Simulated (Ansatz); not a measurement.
Ansatz (an electronic-structure program) input for CdBrI, SMILES [Br][Cd][I], B3LYP-D3(BJ)/def2-SVP. 

Ansatz 0.2 input:
```yaml
crystal:
  periodic: [false, false, false]
  atoms:
    - {symbol: Cd, position_ang: [0.71785896, -0.41842838, -0.00000000]}
    - {symbol: Br, position_ang: [-0.53270278, -2.48834629, -0.00000000]}
    - {symbol: I, position_ang: [-0.29835157, 2.02220155, 0.00000000]}
basis:
  gaussian:
    orbitals: def2-SVP
hamiltonian:
  xc: b3lyp
  dispersion: d3bj
relax: {f_tol: 0.002, max_steps: 200}
```

Program output:

```
WARN ansatz: RAYON_NUM_THREADS=1 ignored (pool sized by the plan → 1); use --threads N
Functional definition: B3LYP
integrals: 0.04 GiB planned
1045 factors; integrals over basis functions are off by at most 2.5e-4 eV
mean field: 0.46 GiB planned
mean field evaluation 1: about -82708.1120 eV, gradient 2.4e1 eV
mean field evaluation 2: about -82704.5295 eV, gradient 4.2e1 eV
mean field evaluation 4: about -82709.9733 eV, gradient 8.0e-1 eV
mean field evaluation 8: about -82710.0405 eV, gradient 6.3e-2 eV
mean field evaluation 16: about -82710.0405 eV, gradient 3.0e-5 eV
mean field -82710.04051656 eV, -3039.5379261044 hartree, gradient 3.0e-5 eV, S^2 0.000000; 0 other end points of the search recorded, 0 dependent functions left out
the calculation of the forces begins
reference -82710.04073795 eV, -3039.5379342403 hartree; 40, 40 occupied and 49, 49 virtual orbitals, 1045 factors
relax step   1: F+E_penalty+E_count = -82710.24840078 eV  Δ(F+E_penalty+E_count) = +0.000e0 eV  max|allowed force component| = 7.242e-1 eV/Å  Δτ_max = 0.0000 Å  (29 SCF iters, accepted)
these checks for a lower state are left out or cut short: starts, cluster_reference, orbital_swaps, neighbouring_geometries, increment
integrals: 0.04 GiB planned
1045 factors; integrals over basis functions are off by at most 2.7e-4 eV
mean field: 0.46 GiB planned
mean field -82710.28861609 eV, -3039.5470435942 hartree, gradient 9.5e-6 eV, S^2 0.000000; 0 other end points of the search recorded, 0 dependent functions left out
the calculation of the forces begins
reference -82710.28883876 eV, -3039.5470517770 hartree; 40, 40 occupied and 49, 49 virtual orbitals, 1045 factors
relax step   2: F+E_penalty+E_count = -82710.48605096 eV  Δ(F+E_penalty+E_count) = -2.377e-1 eV  max|allowed force component| = 7.715e-1 eV/Å  Δτ_max = 0.1957 Å  (31 SCF iters, accepted)
these checks for a lower state are left out or cut short: starts, cluster_reference, orbital_swaps, neighbouring_geometries, increment
integrals: 0.04 GiB planned
1045 factors; integrals over basis functions are off by at most 2.9e-4 eV
mean field: 0.46 GiB planned
mean field evaluation 32: about -82710.4579 eV, gradient 2.0e-5 eV
mean field -82710.45785238 eV, -3039.5532629131 hartree, gradient 2.0e-5 eV, S^2 0.000000; 0 other end points of the search recorded, 0 dependent functions left out
the calculation of the forces begins
reference -82710.45807464 eV, -3039.5532710809 hartree; 40, 40 occupied and 49, 49 virtual orbitals, 1045 factors
relax step   3: F+E_penalty+E_count = -82710.65192333 eV  Δ(F+E_penalty+E_count) = -1.659e-1 eV  max|allowed force component| = 5.374e-1 eV/Å  Δτ_max = 0.1987 Å  (29 SCF iters, accepted)
these checks for a lower state are left out or cut short: starts, cluster_reference, orbital_swaps, neighbouring_geometries, increment
integrals: 0.04 GiB planned
1045 factors; integrals over basis functions are off by at most 3.0e-4 eV
mean field: 0.46 GiB planned
mean field -82710.56273008 eV, -3039.5571170976 hartree, gradient 1.7e-5 eV, S^2 0.000000; 0 other end points of the search recorded, 0 dependent functions left out
the calculation of the forces begins
reference -82710.56295205 eV, -3039.5571252547 hartree; 40, 40 occupied and 49, 49 virtual orbitals, 1045 factors
relax step   4: F+E_penalty+E_count = -82710.75527036 eV  Δ(F+E_penalty+E_count) = -1.033e-1 eV  max|allowed force component| = 2.593e-1 eV/Å  Δτ_max = 0.1964 Å  (29 SCF iters, accepted)
these checks for a lower state are left out or cut short: starts, cluster_reference, orbital_swaps, neighbouring_geometries, increment
integrals: 0.04 GiB planned
1045 factors; integrals over basis functions are off by at most 3.0e-4 eV
mean field: 0.46 GiB planned
mean field -82710.59611855 eV, -3039.5583441009 hartree, gradient 1.7e-5 eV, S^2 0.000000; 0 other end points of the search recorded, 0 dependent functions left out
the calculation of the forces begins
reference -82710.59633945 eV, -3039.5583522188 hartree; 40, 40 occupied and 49, 49 virtual orbitals, 1045 factors
relax step   5: F+E_penalty+E_count = -82710.78925523 eV  Δ(F+E_penalty+E_count) = -3.398e-2 eV  max|allowed force component| = 3.800e-2 eV/Å  Δτ_max = 0.1827 Å  (29 SCF iters, accepted)
these checks for a lower state are left out or cut short: starts, cluster_reference, orbital_swaps, neighbouring_geometries, increment
integrals: 0.04 GiB planned
1045 factors; integrals over basis functions are off by at most 3.0e-4 eV
mean field: 0.46 GiB planned
mean field -82710.59649703 eV, -3039.5583580098 hartree, gradient 8.2e-6 eV, S^2 0.000000; 0 other end points of the search recorded, 0 dependent functions left out
the calculation of the forces begins
reference -82710.59671806 eV, -3039.5583661326 hartree; 40, 40 occupied and 49, 49 virtual orbitals, 1045 factors
relax step   6: F+E_penalty+E_count = -82710.78935739 eV  Δ(F+E_penalty+E_count) = -1.022e-4 eV  max|allowed force component| = 1.846e-2 eV/Å  Δτ_max = 0.0052 Å  (33 SCF iters, accepted)
these checks for a lower state are left out or cut short: starts, cluster_reference, orbital_swaps, neighbouring_geometries, increment
integrals: 0.04 GiB planned
1045 factors; integrals over basis functions are off by at most 3.0e-4 eV
mean field: 0.46 GiB planned
mean field -82710.59643765 eV, -3039.5583558279 hartree, gradient 7.7e-5 eV, S^2 0.000000; 0 other end points of the search recorded, 0 dependent functions left out
the calculation of the forces begins
reference -82710.59665864 eV, -3039.5583639492 hartree; 40, 40 occupied and 49, 49 virtual orbitals, 1045 factors
relax step   7: F+E_penalty+E_count = -82710.78938505 eV  Δ(F+E_penalty+E_count) = -2.766e-5 eV  max|allowed force component| = 3.849e-4 eV/Å  Δτ_max = 0.0017 Å  (21 SCF iters, accepted)
integrals: 0.04 GiB planned
1045 factors; integrals over basis functions are off by at most 3.0e-4 eV
mean field: 0.46 GiB planned
mean field evaluation 64: about -82710.5964 eV, gradient 7.7e-5 eV
mean field -82710.59643765 eV, -3039.5583558279 hartree, gradient 7.7e-5 eV, S^2 0.000000; 1 other end points of the search recorded, 0 dependent functions left out
the calculation of the forces begins
reference -82710.59665864 eV, -3039.5583639492 hartree; 40, 40 occupied and 49, 49 virtual orbitals, 1045 factors
Total energy: -82710.78960604 eV, -3039.5654546352 hartree
Atom 0 at    -0.040562    -0.353238     0.000000 Å, force     0.000008     0.000385     0.000000 eV/Å
Atom 1 at    -0.159068    -2.783522    -0.000000 Å, force    -0.000003    -0.000166    -0.000000 eV/Å
Atom 2 at     0.086434     2.252187    -0.000000 Å, force    -0.000005    -0.000219    -0.000000 eV/Å
Dipole moment:     0.004488     0.091801     0.000000 e Å
```

Self-consistency was reached.
